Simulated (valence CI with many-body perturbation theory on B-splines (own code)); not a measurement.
The numbers below are computed, except where a source is named.
## Basis-set convergence for Kr XVI

Method: valence CI with perturbative core correlation (CI+MBPT): three valence electrons over a frozen Dirac-Fock core [Ar], radial functions for each j: 7 s, 7 p, 8 d, 6 f, 4 g, 1 h, with the one-electron correlation potential Σ1, the two-electron term Σ2, the three-electron term Σ3, Breit, model QED; selected CI, second order for the rest, scaled by the run's own slope (own B-spline code, finite nucleus).

No measured spectrum was set against this ion. As an estimate, terms of the open shell hold to 2 to 4 % of their energy, and close levels can change places. Only levels of the ground parity were solved; by the run's estimate the other parity begins above the list, which can be wrong where configurations are misplaced.

The reference run has the lowest level 3d3 4F_3/2 and an ionisation energy of 540.386 eV. Its largest variational space holds 4711 state functions.

Names give the largest LS component (configuration and term), which can be under half, so a name can repeat, a term be missing and a line seem to break the LS rules; names also repeat where a configuration has a term twice. Letters in brackets count levels of one name in rising energy.

Changed runs:
A. basis 6 s, 6 p, 5 d, 5 f, 1 g
B. basis 5 s, 5 p, 4 d, 4 f

Excitation energies of the reference run in cm⁻¹, and shifts in cm⁻¹:

```csv
Level,Reference,A,B
3d3 4F_5/2,5909,-14,-22
3d3 4F_7/2,12549,-15,-20
3d3 4F_9/2,19250,-0.4,+8.5
3d3 4P_3/2,43004,+268,+531
3d3 4P_1/2,44349,+203,+419
3d3 2G_7/2,50746,+354,+708
3d3 4P_5/2,53490,+168,+350
3d3 2G_9/2,53889,+350,+744
3d3 2D_3/2 [a],62643,+422,+757
3d3 2P_1/2,66516,+511,+1019
3d3 2H_11/2,72677,+384,+911
3d3 2H_9/2,73208,+369,+837
Ionisation energy (eV),540.386,-0.047,-0.058
```
